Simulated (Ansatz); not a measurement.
`O/C=C(\F)[TeH]` + CH₃NH₂ → `NC[TeH]` + `O/C=C\F` at 700 K and 1 bar (formal exchange of groups at a Te–C bond).

Computed with Ansatz on PBE0-D4/def2-TZVP structures; ΔE is electronic, products minus reactants. CCSD(T)/CBS is the MP2 limit (def2-TZVPP, def2-QZVPP) plus CCSD(T) − MP2 in def2-TZVPP, frozen cores. Double bonds are as drawn, so ΔE can hold a change between cis and trans. def2 core potentials past Kr. For Te outer-core shells are correlated without core-valence functions, which leaves a few kJ/mol of doubt a bond. Each species was taken in one conformer, which may not be the lowest.

```tsv
species	CCSD(T)/CBS energy (Eh)	H − E (kJ/mol)	S (J/(mol·K))
`O/C=C(\F)[TeH]`	-520.54898	187.8	436.4
CH₃NH₂	-95.75281	207.6	296.6
`NC[TeH]`	-363.46767	215.7	391.1
`O/C=C\F`	-252.83247	179.5	349.6
```

H − E and S are ideal-gas, rigid-rotor, harmonic terms from PBE0-D4/def2-TZVP, for one conformer and one mirror image of each species. 1 Eh = 2625.50 kJ/mol, R = 8.31446 J/(mol·K).

Question: By hand: ΔE, ΔH, ΔS and ΔG.

Answer: ΔE = (-363.46767) + (-252.83247) − (-520.54898) − (-95.75281) = 0.00165 Eh = 4.3 kJ/mol. Δ(H − E) = 215.7 + 179.5 − 187.8 − 207.6 = -0.2, so ΔH = 4.1 kJ/mol. ΔS = 391.1 + 349.6 − 436.4 − 296.6 = 7.7 J/(mol·K). ΔG = 4.1 − 700 × (7.7)/1000 = -1.3 kJ/mol.

Question: By hand: the equilibrium constant, and the temperature at which ΔG would vanish if ΔH and ΔS stayed fixed.

Answer: log₁₀ K = −ΔG/(RT ln 10) = 0.1. ΔG = 0 at ΔH/ΔS = 532 K, though so small a ΔH makes that figure unsure.

TΔS isn't small against ΔH here. The sign of ΔG lies within the doubt. A doubt of 5 kJ/mol in ΔE shifts log₁₀ K by 0.4 here. Other conformers and mirror images would add mixing entropy, several J/(mol·K) or more a flexible species. These are equilibria of isolated gas molecules and say nothing of rates. Largest T1 diagnostic: 0.013 (customary marks: 0.02 for closed shells, 0.045 for open ones).
